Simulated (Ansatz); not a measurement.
Computed with Ansatz on PBE0-D4/def2-TZVP structures; ΔE is electronic, products minus reactants. CBS: MP2 limit from def2 TZ/QZ plus the TZ coupled-cluster correction, frozen cores. This one scheme is used for every species. DFT in def2-TZVPP. B3LYP here is the variant with VWN-RPA as its local correlation; programs differ in this. Triplets are unrestricted, without spin–orbit coupling. For Ge outer-core shells are correlated without core-valence functions, which leaves a few kJ/mol of doubt a bond. Scalar relativity is left out up to krypton.

`[CH3][GeH]([Cl])[Cl]` → `[CH2]` (triplet) + `[Cl][GeH2][Cl]`  (formal loss of a carbene)

```json
{"level": "PBE-D4", "ΔE (kJ/mol)": "487.9", "difference from CCSD(T)/CBS": "2.5"}
{"level": "r2SCAN-D4", "ΔE (kJ/mol)": "461.5", "difference from CCSD(T)/CBS": "-23.9"}
{"level": "PBE", "ΔE (kJ/mol)": "480.9", "difference from CCSD(T)/CBS": "-4.5"}
{"level": "r2SCAN", "ΔE (kJ/mol)": "459.6", "difference from CCSD(T)/CBS": "-25.8"}
{"level": "B3LYP", "ΔE (kJ/mol)": "463.7", "difference from CCSD(T)/CBS": "-21.7"}
{"level": "BHLYP", "ΔE (kJ/mol)": "454.5", "difference from CCSD(T)/CBS": "-30.9"}
{"level": "HF/def2-SVP", "ΔE (kJ/mol)": "333.4", "difference from CCSD(T)/CBS": "-152.0"}
{"level": "HF/def2-TZVPP", "ΔE (kJ/mol)": "331.7", "difference from CCSD(T)/CBS": "-153.7"}
{"level": "CCSD(T)/def2-TZVPP", "ΔE (kJ/mol)": "473.9", "difference from CCSD(T)/CBS": "-11.5"}
{"level": "HF/CBS(def2)", "ΔE (kJ/mol)": "330.7", "difference from CCSD(T)/CBS": "-154.7"}
{"level": "CCSD(T)/CBS", "ΔE (kJ/mol)": "485.4", "difference from CCSD(T)/CBS": "0"}
```

Largest T1 diagnostic among the species: 0.011.

From BLYP to BHLYP (50 % exact exchange), in def2-TZVPP and without D4, ΔE moves by −5.4 kJ/mol. Leaving LDA and LC-ωPBE aside and taking each functional with its dispersion term where it has one, the values, not all of them listed here, spread over 34.6 kJ/mol, from r2SCAN0-D4 to ωB97X-V. LDA lies +69.7 kJ/mol from PBE without D4. At CCSD(T), def2-SVP lies −31.0 kJ/mol from the extrapolated value and def2-TZVPP −11.5 kJ/mol.
